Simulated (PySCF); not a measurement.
SMILES [SiH3]c1cccc([Si](Cl)(Cl)Cl)c1 (C₆H₇Cl₃Si₂) (GFN2-xTB optimised geometry):

```
18

Si    -2.159    -2.101    -0.007
C     -1.213    -0.465     0.000
C     -1.865     0.764     0.000
C     -1.152     1.949     0.002
C      0.231     1.926     0.002
C      0.919     0.714     0.000
Si     2.807     0.644     0.018
Cl     3.592     2.452    -0.436
Cl     3.457    -0.715    -1.336
Cl     3.467     0.089     1.852
C      0.176    -0.465     0.000
H     -3.592    -1.810     0.071
H     -1.736    -2.895     1.148
H     -1.852    -2.819    -1.246
H     -2.945     0.791    -0.001
H     -1.673     2.895     0.002
H      0.782     2.855     0.001
H      0.696    -1.413    -0.002
```

Computed with B3LYP/def2-SVP in PySCF.

**Question.** What are the frontier orbital energies and the dipole moment?

**Answer.** HOMO-2 -8.55 eV, HOMO-1 -7.52 eV, HOMO -7.43 eV, LUMO -1.18 eV, LUMO+1 -0.94 eV; dipole moment 1.89 D.

Meta-Löwdin charges at B3LYP/def2-SVP: Si1 0.52, C2 -0.21, C3 -0.08, C4 -0.10, C5 -0.08, C6 -0.23, Si7 0.91, Cl8 -0.25, Cl9 -0.25, Cl10 -0.25, C11 -0.08, H12 -0.10, H13 -0.10, H14 -0.10, H15 0.10, H16 0.11, H17 0.11, H18 0.09.
